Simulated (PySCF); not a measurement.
# FeF: from constants to spectrum

UHF constants of FeF, ⁶Δ (sextet), unpaired electrons σ ↑↑, π ↑↑, δ ↑ (PySCF, no relativity, basis sets Fe def2-TZVPP, F def2-TZVPP; masses 55.9349 and 18.9984 u):

```
ωe              : 648.2 cm⁻¹
ωexe            : 3.24 cm⁻¹
Be              : 0.36092 cm⁻¹
αe              : 0.00266 cm⁻¹
D (centrifugal) : 4.48e-07 cm⁻¹
```

(1) Give the vibrational terms G(v) and spacings up to v = 6.

Hartree–Fock leaves out correlation, which carries a large part of most bond energies and some tenths to 1 eV of ionisation energies. With d or f electrons several states lie close, and the lowest PBE0 determinant need not be the measured ground state.

Answers

(1) G(v) = ωe(v+½) − ωexe(v+½)².

```
v  G(v) (cm⁻¹)  G(v) − G(v−1)  Bv (cm⁻¹)
0        323.3                    0.3596
1        965.0          641.7     0.3569
2       1600.2          635.2     0.3543
3       2229.0          628.8     0.3516
4       2851.3          622.3     0.3490
5       3467.1          615.8     0.3463
6       4076.4          609.3     0.3436
```
